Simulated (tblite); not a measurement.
Species: C5H13FSi2.
Geometry (GFN2-xTB, Å), atoms numbered from 1 in this order:
```xyz
21
C5H13FSi2 angstrom
F     -0.1906    2.1077    0.5487
C     -0.5257    0.9641   -0.1701
Si    -2.4027    0.5534   -0.0434
C     -2.0635   -1.2593    0.4309
C     -0.5999   -1.4888    0.0414
C      0.2156   -0.2446    0.4055
C      1.6614   -0.3370   -0.0714
Si     2.7364    1.1726    0.3773
H     -0.1898    1.1643   -1.1940
H     -3.0454    1.3487    0.9983
H     -3.0637    0.7018   -1.3423
H     -2.1804   -1.4046    1.5057
H     -2.7123   -1.9842   -0.0570
H     -0.1906   -2.3712    0.5378
H     -0.5297   -1.6517   -1.0374
H      0.2075   -0.1319    1.4958
H      1.6651   -0.4838   -1.1549
H      2.1090   -1.2359    0.3601
H      2.4018    2.3166   -0.4676
H      2.5575    1.4894    1.7929
H      4.1310    0.7915    0.1261
```

Calculated harmonic vibrations of the isolated species, GFN2-xTB (tblite), most abundant isotopes, no scaling. Against measured fundamentals such values can be off by several per cent, at times by over 20. Modes of hydrogen on silicon can be 10 to 20 % off. One conformer, not necessarily the lowest.

Harmonic wavenumbers (cm⁻¹): 55.0, 69.2, 123.5, 159.9, 192.8, 243.2, 272.3, 338.9, 381.4, 426.7, 474.3, 490.8, 516.8, 535.4, 568.6, 644.0, 702.1, 723.8, 755.5, 762.8, 775.0, 788.8, 791.3, 809.0, 813.8, 900.8, 972.7, 1021.9, 1024.2, 1068.0, 1100.1, 1113.7, 1138.7, 1172.7, 1223.4, 1246.0, 1267.9, 1284.7, 1311.3, 1332.5, 1349.9, 1477.5, 1486.1, 1501.6, 2234.1, 2258.1, 2283.1, 2288.6, 2305.0, 2907.3, 2929.3, 2947.6, 2956.9, 2964.2, 2976.3, 2981.8, 3010.6.

A = 2583, B = 874.6, C = 693.7 MHz; mass 148.054 u (most abundant isotopes); point group C1, symmetry number 1.

Question: What is the zero-point energy?

Answer: Half the sum of the wavenumbers: 35226 cm⁻¹ = 100.72 kcal/mol.

Question: Entropy at 298.15 K, 1 bar (ideal gas, RRHO, classical rotation)?

Answer: Translation 40.91, rotation 29.71, vibration 29.64: S = 100.3 cal/(mol K).

Question: And Cp and H(298.15 K) − H(0)?

Answer: Cp = 43.21 cal/(mol K), of which vibrations give 35.26 (their classical limit is 57 R = 113.3); H(298.15 K) − H(0) = 7.28 kcal/mol without the zero-point energy, 4.91 from vibrations.

Question: How do the functions run with temperature in this model?

Answer: 
```tsv
T (K)	S (cal/(mol K))	Cp (cal/(mol K))	H − H(0) (kcal/mol)	G − H(0) (kcal/mol)	ln q(vib)
100	69.5	18.2	1.26	-5.69	1.49
200	85.7	30.3	3.67	-13.48	3.98
300	100.5	43.4	7.36	-22.80	6.68
500	128.1	64.9	18.33	-45.71	12.40
800	163.3	84.7	41.04	-89.60	20.88
1000	183.2	93.1	58.87	-124.29	26.17
```

q(vib) and H(0) count from the zero-point level.

Question: Blend soft modes into free rotors: weight 1/[1 + (100 cm⁻¹/ν̃)⁴] for the oscillator and the rest for a rotor with moment μB/(μ + B), μ = h/(8π²ν), B = 10⁻⁴⁴ kg m². What vibrational entropy results?

Answer: 27.67 cal/(mol K) in place of 29.64, which changes −T·S at 298.15 K by +0.59 kcal/mol.

Question: Which modes carry the vibrational entropy at 298.15 K?

Answer: 55.0 cm⁻¹: 4.63; 69.2 cm⁻¹: 4.18; 123.5 cm⁻¹: 3.04; 159.9 cm⁻¹: 2.55; 192.8 cm⁻¹: 2.20; 243.2 cm⁻¹: 1.78 cal/(mol K); the other 51 give 11.26 together.

Hindered rotation and anharmonicity are outside this model. Other conformers, if any are populated, would add a mixing term that is left out. The structure is chiral; the term R ln 2 for an equal mix with its mirror image is left out.
